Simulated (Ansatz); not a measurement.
`O[SiH](O)[AlH2]` + `F[SiH](F)N[SiH](Cl)Cl` → `O[SiH](O)N[SiH](Cl)Cl` + `F[SiH](F)[AlH2]`  (redistribution)

Program: Ansatz. Geometries: PBE0-D4/def2-TZVP. ΔE: electronic, gas phase. CBS: MP2 limit from def2 TZ/QZ plus the TZ coupled-cluster correction, frozen cores. Functionals use def2-TZVPP. One conformer a species, not always the lowest.

| species | PBE0-D4 energy (Eh) |
| --- | --- |
| `O[SiH](O)[AlH2]` | -685.13649 |
| `F[SiH](F)N[SiH](Cl)Cl` | -1755.32020 |
| `O[SiH](O)N[SiH](Cl)Cl` | -1707.26452 |
| `F[SiH](F)[AlH2]` | -733.19559 |

Question: Work out ΔE.

Answer: ΔE = (-1707.26452) + (-733.19559) − (-685.13649) − (-1755.32020) = -0.00342 Eh = -9.0 kJ/mol. CCSD(T)/CBS gives -9.8 kJ/mol.

Largest T1 diagnostic among the species: 0.013.

In def2-TZVPP, CCSD(T) changes the Hartree–Fock value by +5.3 kJ/mol (the triples alone add +1.1 kJ/mol) and MP2 by +5.0 kJ/mol.
